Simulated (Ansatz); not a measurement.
Ansatz (an electronic-structure program) input for CH3Cl2FOSn, SMILES C[O][Sn]([F])([Cl])[Cl], PBE-D3(BJ)/def2-SVP. 

Ansatz 0.2 input:
```yaml
crystal:
  periodic: [false, false, false]
  atoms:
    - {symbol: C, position_ang: [-2.85352130, 0.17279171, -0.09436537]}
    - {symbol: O, position_ang: [-1.65056506, 0.91335608, -0.25376746]}
    - {symbol: Sn, position_ang: [0.08586295, -0.00414437, -0.16092291]}
    - {symbol: F, position_ang: [0.33034621, -1.06983171, -1.75444920]}
    - {symbol: Cl, position_ang: [1.78545697, 1.57674996, -0.08175861]}
    - {symbol: Cl, position_ang: [0.13469998, -1.48758420, 1.64558497]}
    - {symbol: H, position_ang: [-3.06220736, -0.47244430, -0.96650598]}
    - {symbol: H, position_ang: [-2.84811173, -0.45444073, 0.81527714]}
    - {symbol: H, position_ang: [-3.67296453, 0.90317219, -0.00129897]}
basis:
  gaussian:
    orbitals: def2-SVP
hamiltonian:
  xc: pbe
  dispersion: d3bj
relax: {f_tol: 0.002, max_steps: 200}
```

Program output:

```
WARN ansatz: RAYON_NUM_THREADS=1 ignored (pool sized by the plan → 1); use --threads N
Functional definition: PBE
integrals: 0.07 GiB planned
1304 factors; their error is unknown
mean field: 0.35 GiB planned
mean field evaluation 1: about -36691.4936 eV, gradient 6.6e1 eV
mean field evaluation 2: about -36595.0585 eV, gradient 2.0e2 eV
mean field evaluation 4: about -36699.6133 eV, gradient 2.3e1 eV
mean field evaluation 8: about -36700.6146 eV, gradient 2.6e-1 eV
mean field evaluation 16: about -36700.5612 eV, gradient 5.2e-4 eV
mean field -36700.56124139 eV, -1348.7207490872 hartree, gradient 3.4e-5 eV, S^2 0.000000; 0 other end points of the search recorded, 0 dependent functions left out
the calculation of the forces begins
reference -36700.56128211 eV, -1348.7207505837 hartree; 41, 41 occupied and 78, 78 virtual orbitals, 1304 factors
relax step   1: F+E_penalty+E_count = -36700.78647125 eV  Δ(F+E_penalty+E_count) = +0.000e0 eV  max|allowed force component| = 3.875e-1 eV/Å  Δτ_max = 0.0000 Å  (29 SCF iters, accepted)
these checks for a lower state are left out or cut short: starts, cluster_reference, orbital_swaps, neighbouring_geometries, increment
integrals: 0.07 GiB planned
1304 factors; their error is unknown
mean field: 0.35 GiB planned
mean field -36700.57592854 eV, -1348.7212888300 hartree, gradient 1.2e-5 eV, S^2 0.000000; 0 other end points of the search recorded, 0 dependent functions left out
the calculation of the forces begins
reference -36700.57596929 eV, -1348.7212903277 hartree; 41, 41 occupied and 78, 78 virtual orbitals, 1304 factors
relax step   2: F+E_penalty+E_count = -36700.79994950 eV  Δ(F+E_penalty+E_count) = -1.348e-2 eV  max|allowed force component| = 1.091e-1 eV/Å  Δτ_max = 0.0197 Å  (31 SCF iters, accepted)
these checks for a lower state are left out or cut short: starts, cluster_reference, orbital_swaps, neighbouring_geometries, increment
integrals: 0.07 GiB planned
1304 factors; their error is unknown
mean field: 0.35 GiB planned
mean field evaluation 32: about -36700.5768 eV, gradient 1.4e-5 eV
mean field -36700.57680113 eV, -1348.7213208970 hartree, gradient 1.4e-5 eV, S^2 0.000000; 0 other end points of the search recorded, 0 dependent functions left out
the calculation of the forces begins
reference -36700.57684186 eV, -1348.7213223941 hartree; 41, 41 occupied and 78, 78 virtual orbitals, 1304 factors
relax step   3: F+E_penalty+E_count = -36700.80098775 eV  Δ(F+E_penalty+E_count) = -1.038e-3 eV  max|allowed force component| = 1.116e-2 eV/Å  Δτ_max = 0.0107 Å  (30 SCF iters, accepted)
these checks for a lower state are left out or cut short: starts, cluster_reference, orbital_swaps, neighbouring_geometries, increment
integrals: 0.07 GiB planned
1304 factors; their error is unknown
mean field: 0.35 GiB planned
mean field -36700.57666686 eV, -1348.7213159627 hartree, gradient 1.4e-5 eV, S^2 0.000000; 0 other end points of the search recorded, 0 dependent functions left out
the calculation of the forces begins
reference -36700.57670757 eV, -1348.7213174589 hartree; 41, 41 occupied and 78, 78 virtual orbitals, 1304 factors
relax step   4: F+E_penalty+E_count = -36700.80109133 eV  Δ(F+E_penalty+E_count) = -1.036e-4 eV  max|allowed force component| = 1.191e-2 eV/Å  Δτ_max = 0.0104 Å  (31 SCF iters, accepted)
these checks for a lower state are left out or cut short: starts, cluster_reference, orbital_swaps, neighbouring_geometries, increment
integrals: 0.07 GiB planned
1304 factors; their error is unknown
mean field: 0.35 GiB planned
mean field -36700.57647561 eV, -1348.7213089346 hartree, gradient 1.4e-5 eV, S^2 0.000000; 0 other end points of the search recorded, 0 dependent functions left out
the calculation of the forces begins
reference -36700.57651631 eV, -1348.7213104303 hartree; 41, 41 occupied and 78, 78 virtual orbitals, 1304 factors
relax step   5: F+E_penalty+E_count = -36700.80112382 eV  Δ(F+E_penalty+E_count) = -3.249e-5 eV  max|allowed force component| = 6.154e-3 eV/Å  Δτ_max = 0.0104 Å  (31 SCF iters, accepted)
these checks for a lower state are left out or cut short: starts, cluster_reference, orbital_swaps, neighbouring_geometries, increment
integrals: 0.07 GiB planned
1304 factors; their error is unknown
mean field: 0.35 GiB planned
mean field -36700.57645128 eV, -1348.7213080405 hartree, gradient 1.1e-5 eV, S^2 0.000000; 0 other end points of the search recorded, 0 dependent functions left out
the calculation of the forces begins
reference -36700.57649198 eV, -1348.7213095362 hartree; 41, 41 occupied and 78, 78 virtual orbitals, 1304 factors
relax step   6: F+E_penalty+E_count = -36700.80113517 eV  Δ(F+E_penalty+E_count) = -1.135e-5 eV  max|allowed force component| = 3.210e-3 eV/Å  Δτ_max = 0.0040 Å  (24 SCF iters, accepted)
these checks for a lower state are left out or cut short: starts, cluster_reference, orbital_swaps, neighbouring_geometries, increment
integrals: 0.07 GiB planned
1304 factors; their error is unknown
mean field: 0.35 GiB planned
mean field -36700.57648586 eV, -1348.7213093112 hartree, gradient 2.1e-5 eV, S^2 0.000000; 0 other end points of the search recorded, 0 dependent functions left out
the calculation of the forces begins
reference -36700.57652658 eV, -1348.7213108077 hartree; 41, 41 occupied and 78, 78 virtual orbitals, 1304 factors
relax step   7: F+E_penalty+E_count = -36700.80114927 eV  Δ(F+E_penalty+E_count) = -1.410e-5 eV  max|allowed force component| = 3.701e-3 eV/Å  Δτ_max = 0.0051 Å  (24 SCF iters, accepted)
these checks for a lower state are left out or cut short: starts, cluster_reference, orbital_swaps, neighbouring_geometries, increment
integrals: 0.07 GiB planned
1304 factors; their error is unknown
mean field: 0.35 GiB planned
mean field evaluation 64: about -36700.5765 eV, gradient 3.3e-4 eV
mean field -36700.57649129 eV, -1348.7213095106 hartree, gradient 1.4e-5 eV, S^2 0.000000; 0 other end points of the search recorded, 0 dependent functions left out
the calculation of the forces begins
reference -36700.57653203 eV, -1348.7213110080 hartree; 41, 41 occupied and 78, 78 virtual orbitals, 1304 factors
relax step   8: F+E_penalty+E_count = -36700.80115934 eV  Δ(F+E_penalty+E_count) = -1.007e-5 eV  max|allowed force component| = 3.567e-3 eV/Å  Δτ_max = 0.0060 Å  (30 SCF iters, accepted)
these checks for a lower state are left out or cut short: starts, cluster_reference, orbital_swaps, neighbouring_geometries, increment
integrals: 0.07 GiB planned
1304 factors; their error is unknown
mean field: 0.35 GiB planned
mean field -36700.57648742 eV, -1348.7213093683 hartree, gradient 1.7e-5 eV, S^2 0.000000; 0 other end points of the search recorded, 0 dependent functions left out
the calculation of the forces begins
reference -36700.57652818 eV, -1348.7213108662 hartree; 41, 41 occupied and 78, 78 virtual orbitals, 1304 factors
relax step   9: F+E_penalty+E_count = -36700.80116305 eV  Δ(F+E_penalty+E_count) = -3.712e-6 eV  max|allowed force component| = 3.264e-3 eV/Å  Δτ_max = 0.0035 Å  (25 SCF iters, accepted)
these checks for a lower state are left out or cut short: starts, cluster_reference, orbital_swaps, neighbouring_geometries, increment
integrals: 0.07 GiB planned
1304 factors; their error is unknown
mean field: 0.35 GiB planned
mean field -36700.57646954 eV, -1348.7213087112 hartree, gradient 1.0e-5 eV, S^2 0.000000; 0 other end points of the search recorded, 0 dependent functions left out
the calculation of the forces begins
reference -36700.57651030 eV, -1348.7213102094 hartree; 41, 41 occupied and 78, 78 virtual orbitals, 1304 factors
relax step  10: F+E_penalty+E_count = -36700.80116508 eV  Δ(F+E_penalty+E_count) = -2.033e-6 eV  max|allowed force component| = 2.290e-3 eV/Å  Δτ_max = 0.0025 Å  (25 SCF iters, accepted)
these checks for a lower state are left out or cut short: starts, cluster_reference, orbital_swaps, neighbouring_geometries, increment
integrals: 0.07 GiB planned
1304 factors; their error is unknown
mean field: 0.35 GiB planned
mean field -36700.57647074 eV, -1348.7213087557 hartree, gradient 1.9e-5 eV, S^2 0.000000; 0 other end points of the search recorded, 0 dependent functions left out
the calculation of the forces begins
reference -36700.57651151 eV, -1348.7213102537 hartree; 41, 41 occupied and 78, 78 virtual orbitals, 1304 factors
relax step  11: F+E_penalty+E_count = -36700.80116598 eV  Δ(F+E_penalty+E_count) = -9.001e-7 eV  max|allowed force component| = 2.358e-3 eV/Å  Δτ_max = 0.0020 Å  (23 SCF iters, accepted)
these checks for a lower state are left out or cut short: starts, cluster_reference, orbital_swaps, neighbouring_geometries, increment
integrals: 0.07 GiB planned
1304 factors; their error is unknown
mean field: 0.35 GiB planned
mean field -36700.57647106 eV, -1348.7213087673 hartree, gradient 7.2e-6 eV, S^2 0.000000; 0 other end points of the search recorded, 0 dependent functions left out
the calculation of the forces begins
reference -36700.57651182 eV, -1348.7213102653 hartree; 41, 41 occupied and 78, 78 virtual orbitals, 1304 factors
relax step  12: F+E_penalty+E_count = -36700.80116639 eV  Δ(F+E_penalty+E_count) = -4.047e-7 eV  max|allowed force component| = 7.820e-4 eV/Å  Δτ_max = 0.0012 Å  (23 SCF iters, accepted)
integrals: 0.07 GiB planned
1304 factors; their error is unknown
mean field: 0.35 GiB planned
mean field evaluation 96: about -36699.4992 eV, gradient 2.5e1 eV
mean field -36700.57647106 eV, -1348.7213087673 hartree, gradient 7.2e-6 eV, S^2 0.000000; 1 other end points of the search recorded, 0 dependent functions left out
the calculation of the forces begins
reference -36700.57651182 eV, -1348.7213102653 hartree; 41, 41 occupied and 78, 78 virtual orbitals, 1304 factors
Total energy: -36700.80120715 eV, -1348.7295676662 hartree
Atom 0 at    -2.848954     0.172443    -0.090834 Å, force    -0.000216     0.000580    -0.000164 eV/Å
Atom 1 at    -1.661264     0.938897    -0.280419 Å, force     0.000134     0.000241    -0.000348 eV/Å
Atom 2 at     0.086913    -0.003731    -0.171834 Å, force     0.000013    -0.000562    -0.000782 eV/Å
Atom 3 at     0.358163    -1.080163    -1.772945 Å, force    -0.000112     0.000315     0.000670 eV/Å
Atom 4 at     1.794935     1.581345    -0.069502 Å, force    -0.000114     0.000096     0.000102 eV/Å
Atom 5 at     0.096824    -1.490460     1.647105 Å, force     0.000171    -0.000089     0.000065 eV/Å
Atom 6 at    -3.074518    -0.485279    -0.960349 Å, force     0.000265    -0.000182    -0.000357 eV/Å
Atom 7 at    -2.821030    -0.453769     0.829416 Å, force    -0.000318    -0.000291     0.000516 eV/Å
Atom 8 at    -3.682074     0.898343     0.017156 Å, force     0.000177    -0.000107     0.000297 eV/Å
Dipole moment:    -0.356493     0.017595     0.167132 e Å
```

Self-consistency was reached.
